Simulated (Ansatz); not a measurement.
Cost and result up the ladder for Ge4H5 (9 atoms). The state is a doublet with charge 0. Geometry: r2SCAN-D4/def2-SVP.

```tsv
atom	x (Å)	y (Å)	z (Å)
Ge1	1.135	-0.552	1.827
Ge2	0.156	1.417	0.740
Ge3	-1.026	0.400	-1.165
Ge4	-0.018	-1.566	-0.111
H5	-0.517	0.567	-2.607
H6	2.653	-0.887	1.760
H7	1.304	-1.322	-0.956
H8	-1.152	1.262	1.619
H9	-2.536	0.680	-1.108
```

Ansatz on 4 threads of Arm Neoverse V1 on a shared host. Times are rough, and most runs start from the orbitals of an earlier one. PBE0-D4/def2-TZVP serves as the yardstick here, not as an exact answer. Binding counts from free atoms at the same level (Ge triplet, H doublet; other spins of the atoms weren't run), without zero-point energy or a counterpoise term.

Another isomer (doublet) lies 0.41 eV lower at PBE0-D4/def2-TZVP; other spin states weren't run for this one.

Run but left out: MP2/def2-TZVP (⟨S²⟩ 1.27, where a pure state has 0.75).

| level | functions | wall time | binding energy per atom (eV) | difference from PBE0-D4/def2-TZVP (eV) |
| --- | --- | --- | --- | --- |
| LDA (SPW92)/def2-TZVP | 222 | 2.8 s | 2.94 | 0.44 |
| PBE-D4/def2-TZVP (with forces) | 222 | 7 s | 2.55 | 0.04 |
| r2SCAN-D4/def2-TZVP | 222 | 15 s | 2.57 | 0.06 |
| PBE0-D4/def2-TZVP | 222 | 16 s | 2.51 | 0.00 |
